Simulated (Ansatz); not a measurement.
Gas-phase electronic energies from Ansatz, PBE0-D4/def2-TZVP geometries. CCSD(T)/CBS is the MP2 limit (def2-TZVPP, def2-QZVPP) plus CCSD(T) − MP2 in def2-TZVPP, frozen cores. This one scheme is used for every species. Functionals use def2-TZVPP. For Br outer-core shells are correlated without core-valence functions, which leaves a few kJ/mol of doubt a bond. Scalar relativity is left out up to krypton. One conformer a species, not always the lowest.

Consider the redistribution: `N[Si](O)(F)Cl` + `ClC[SiH2]Br` → `N[Si](O)(Cl)Cl` + `FC[SiH2]Br`.

`N[Si](O)(F)Cl`:

Cartesian coordinates in Å:
```
N 1.156 -0.354 -0.108
Si -0.512 -0.106 -0.115
O -0.892 1.455 0.104
F -1.237 -0.474 -1.474
Cl -1.294 -1.333 1.313
H 1.541 -1.256 0.116
H 1.761 0.179 -0.711
H -0.523 1.889 0.875
```

`ClC[SiH2]Br`:

Z-matrix (Å, degrees):
```
C
Si 1 1.876
Cl 1 1.780 2 110.8
H 1 1.092 2 110.1 3 119.3
H 1 1.090 2 111.5 3 -120.4
Br 2 2.214 1 109.7 3 65.6
H 2 1.484 1 109.0 3 -176.3
H 2 1.479 1 110.2 3 -54.1
```

`N[Si](O)(Cl)Cl`:

```xyz
8

N    -0.245   -0.017   -1.205
Si    0.320    0.017    0.390
O    -0.850   -0.389    1.441
Cl    1.828   -1.288    0.814
Cl    1.019    1.913    0.691
H    -0.611   -0.874   -1.589
H     0.213    0.541   -1.907
H    -1.674    0.097    1.363
```

`FC[SiH2]Br`:

Z-matrix (Å, degrees):
```
C
Si 1 1.889
F 1 1.390 2 109.1
H 1 1.095 2 111.1 3 -119.8
H 1 1.095 2 111.1 3 119.8
Br 2 2.222 1 106.6 3 180.0
H 2 1.480 1 111.0 3 61.9
H 2 1.480 1 111.0 3 -61.9
```

| level | ΔE (kJ/mol) |
| --- | --- |
| r2SCAN | 84.8 |
| PBE0 | 81.5 |
| CCSD(T)/def2-TZVPP | 92.4 |
| HF/CBS(def2) | 91.4 |

Q: What does CCSD(T)/CBS give? (Best estimate.)

A: Computed: +93.8 kJ/mol. The listed levels differ from it by -9.0, -12.3, -1.4, -2.4 kJ/mol.

Largest T1 diagnostic among the species: 0.010.

From PBE to PBE0 (25 % exact exchange), in def2-TZVPP and without D4, ΔE moves by +4.5 kJ/mol. In def2-TZVPP, CCSD(T) changes the Hartree–Fock value by +3.4 kJ/mol (the triples alone add −0.4 kJ/mol) and MP2 by +7.6 kJ/mol.
